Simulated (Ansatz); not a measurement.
## Cost against result

The pair of GeH$_{4}$ (SMILES [GeH4], atoms 1–5) and H$_{2}$O$_{2}$ (SMILES OO, atoms 6–9), both closed shells, in one local arrangement (a lower one may exist), relaxed at PBE0-D4/def2-TZVP:

```json
{"atom": "Ge1", "x (Å)": "-0.1203", "y (Å)": "0.1138", "z (Å)": "-1.4629"}
{"atom": "H2", "x (Å)": "0.1597", "y (Å)": "1.2425", "z (Å)": "-0.4497"}
{"atom": "H3", "x (Å)": "-1.4585", "y (Å)": "-0.5515", "z (Å)": "-1.1362"}
{"atom": "H4", "x (Å)": "1.0247", "y (Å)": "-0.9028", "z (Å)": "-1.4162"}
{"atom": "H5", "x (Å)": "-0.1787", "y (Å)": "0.7562", "z (Å)": "-2.8574"}
{"atom": "O6", "x (Å)": "-0.1853", "y (Å)": "0.3704", "z (Å)": "2.2640"}
{"atom": "O7", "x (Å)": "0.0143", "y (Å)": "-0.8842", "z (Å)": "1.6219"}
{"atom": "H8", "x (Å)": "-0.1547", "y (Å)": "0.9721", "z (Å)": "1.5062"}
{"atom": "H9", "x (Å)": "0.8989", "y (Å)": "-1.1165", "z (Å)": "1.9302"}
```

Interaction energies are counterpoise-corrected; the time is that of the whole pair.

Computed with Ansatz 0.2.0 (basis: as named in each row); correlated methods freeze the cores. Filled d shells of the heavier atoms are correlated. The def2 sets are not built for correlating such inner shells, so the correlated values are less sure here. B3LYP uses VWN-RPA correlation. Extrapolation: Hartree–Fock as exp(−7.88 √X), correlation as X^−2.97.

Times are rough, for one single point on 4 threads of a shared host (Intel Xeon Platinum 8488C).

The estimate by CCSD(T) at an estimated basis limit (MP2 extrapolated from triple and quadruple zeta, plus CCSD(T) − MP2 in triple zeta) is -2.14 kcal/mol.

| method | basis | time (s) | interaction energy (kcal/mol) | method less estimate |
| --- | --- | --- | --- | --- |
| HF | STO-3G | under 1 | 1.76 | 3.89 |
| PBE-D4 | STO-3G | under 1 | -0.49 | 1.64 |
| SPW92 | def2-SVP | under 1 | -3.83 | -1.70 |
| PBE-D4 | def2-SVP | under 1 | -2.29 | -0.16 |
| B3LYP-D4 | 6-31G | under 1 | -1.83 | 0.30 |
| PBE0-D4 | def2-SVP | under 1 | -2.05 | 0.09 |
| PBE-D4 | def2-TZVPPD | 1 | -2.41 | -0.27 |
| revPBE-D4 | def2-TZVPPD | 1 | -1.78 | 0.35 |
| BLYP-D4 | def2-TZVPPD | 1 | -1.97 | 0.16 |
| B3LYP-D4 | def2-TZVPPD | 2 | -2.07 | 0.06 |
| PBE0-D4 | def2-TZVPPD | 2 | -2.16 | -0.03 |
| HSE06-D4 | def2-TZVPPD | 2 | -2.15 | -0.01 |
| wB97M-V | def2-SVP | 2 | -2.09 | 0.05 |
| CCSD(T) | def2-SVP | 2 | -0.63 | 1.50 |
| r2SCAN-D4 | def2-TZVPPD | 2 | -2.28 | -0.14 |
| B97M-V | def2-TZVPPD | 3 | -2.54 | -0.41 |
| wB97X-V | def2-TZVPPD | 4 | -2.16 | -0.02 |
| B2PLYP | def2-TZVPPD | 4 | -1.15 | 0.99 |
| wB97M-V | def2-TZVPPD | 4 | -2.26 | -0.13 |
| MP2 | def2-QZVPPD | 14 | -1.97 | 0.16 |
| CCSD(T) | def2-TZVPPD | 69 | -1.83 | 0.31 |

No T1 diagnostic of these runs exceeds 0.013.
